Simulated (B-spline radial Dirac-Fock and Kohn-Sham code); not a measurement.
## What relativity does to the binding energies of Pm²⁵⁺

System: the Pm²⁵⁺ ion, configuration [Ar] 3d10 4s2 4p6.

Both columns are ΔSCF binding energies of the configuration average from a radial atomic solver: non-relativistic Hartree-Fock with a point nucleus, and Dirac-Fock with a finite nucleus and the Coulomb interaction alone, averaged over the two j levels with weights 2j+1.

```
shell  Hartree-Fock (eV)  Dirac-Fock (eV)  shift (eV)  shift (%)
   1s            43764.9          46192.3    +2427.36      +5.55
   2s             7655.9           8276.5     +620.68      +8.11
   2p             7288.8           7484.0     +195.19      +2.68
   3s             2297.8           2444.8     +147.01      +6.40
   3p             2137.2           2188.7      +51.53      +2.41
   3d             1842.0           1830.1      -11.85      -0.64
   4s              984.4           1027.7      +43.30      +4.40
   4p              912.1            927.8      +15.64      +1.71
```

Relativity binds 1s, 2s, 2p, 3s, 3p, 4s, 4p more strongly, among those listed most of all 2s in relative terms, and 3d more weakly, because the contracted s and p shells screen the nucleus better.

Values without a named source are computed, but for edge energies of neutral atoms, which are taken from tables.
